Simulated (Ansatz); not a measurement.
Computed with Ansatz on PBE0-D4/def2-TZVP structures; ΔE is electronic, products minus reactants. CCSD(T)/CBS adds triple-zeta CCSD(T) − MP2 to the extrapolated MP2 energy (def2 sets, frozen cores). DFT in def2-TZVPP. B3LYP here is the variant with VWN-RPA as its local correlation; programs differ in this. For Ge outer-core shells are correlated without core-valence functions, which leaves a few kJ/mol of doubt a bond. Scalar relativity is left out up to krypton. One conformer a species, not always the lowest.

`CSCS[SiH3]` + `[OH][GeH2][OH]` → `[OH][GeH2][O][SiH3]` + `CSCS`  (ligand exchange at the Si–S bond)

```tsv
level	ΔE (eV)
B3LYP-D4	-0.49
ωB97X-V	-0.49
B2PLYP	-0.55
PBE	-0.35
B3LYP	-0.57
HF/def2-TZVPP	-0.79
CCSD(T)/def2-TZVPP	-0.51
HF/CBS(def2)	-0.81
```

**Question.** What does CCSD(T)/CBS give? (An estimate is asked.)

**Answer.** The calculation gave: -0.47 eV. The listed levels differ from it by -0.02, -0.02, -0.08, 0.12, -0.10, -0.32, -0.04, -0.34 eV.

Largest T1 diagnostic among the species: 0.012.

From PBE to PBE0 (25 % exact exchange), in def2-TZVPP and without D4, ΔE moves by −0.06 eV. In def2-TZVPP, CCSD(T) changes the Hartree–Fock value by +0.27 eV (the triples alone add +0.05 eV) and MP2 by +0.31 eV. The D4 term adds +0.08 eV with B3LYP and +0.04 eV with PBE0; it sums over pairs of atoms, weighted by their polarisabilities, and B3LYP, whose exchange is more repulsive, gets the larger term.
